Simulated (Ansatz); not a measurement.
A structure relaxed at PBE0-D4/def2-TZVP, charge 0, multiplicity 1:

```xyz
22

C     1.6851    0.1342   -2.7157
Si    0.0071    0.3644   -1.9326
N    -0.0786   -0.2821   -0.3293
Ge   -0.1870   -2.1126   -0.1132
Si   -0.1306    0.7848    1.0425
C     0.4847   -0.1029    2.5688
C    -1.8550    1.4400    1.3348
H     2.4592    0.6250   -2.1209
H     1.9383   -0.9266   -2.7945
H     1.7042    0.5593   -3.7230
H    -0.3124    1.8178   -1.8450
H    -1.0180   -0.2864   -2.7989
H    -0.3167   -2.7230   -1.5187
H     1.0784   -2.6529    0.5767
H    -1.4195   -2.4693    0.7388
H     0.7727    1.9384    0.7567
H     0.4948    0.5881    3.4162
H    -0.1592   -0.9438    2.8424
H     1.5003   -0.4815    2.4323
H    -1.8749    2.1345    2.1794
H    -2.5502    0.6236    1.5502
H    -2.2225    1.9708    0.4530
```

Give its formula and SMILES.

C3H15GeNSi2, `C[SiH2][N]([GeH3])[SiH](C)C`.

Point group (tolerance 0.08 Å, 0.16 Å for H)?

C1.

Summarise the bond lengths by kind.

3 × C–Si 1.866 to 1.870 Å; 9 × C–H 1.092 to 1.094 Å; 2 × N–Si 1.731 to 1.739 Å; 3 × H–Si 1.491 to 1.493 Å; 1 × Ge–N 1.846 Å; 3 × Ge–H 1.538 to 1.540 Å.

Results of the Gaussian-basis code of Ansatz.
